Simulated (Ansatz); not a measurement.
Mulliken charges of FH₃MoO₄, SMILES `[O]=[Mo]([OH])([OH])([OH])[F]` from r2SCAN/def2-TZVPP in Ansatz (PBE0-D4/def2-TZVP geometry).

```csv
atom,x (Å),y (Å),z (Å),charge (e)
O1,-1.891,-0.746,-0.136,-0.485
Mo2,-0.349,-0.150,-0.056,1.653
O3,0.782,-1.417,0.752,-0.496
O4,0.328,-0.554,-1.730,-0.433
O5,-0.356,1.688,-0.457,-0.496
F6,-0.307,0.556,1.716,-0.441
H7,0.954,-1.315,1.693,0.237
H8,1.209,-0.363,-2.067,0.223
H9,-0.370,2.300,0.285,0.237
```

Task: By hand: the dipole of these point charges (1 e Å = 4.8032 D).

Result: Σ q r = (0.530, 0.127, -0.173) e Å, of length 0.572 e Å = 2.75 D.

Task: How does the dipole of the full density compare? (Best estimate.)

Result: Computed: (0.598, 0.211, -0.020) e Å, 3.05 D; the point charges give 0.90 times that, at 17° from its direction.

Point charges leave out the atoms' own dipoles, such as those of lone pairs, and Mulliken's split depends on the basis, so the close match here is no proof of good charges.
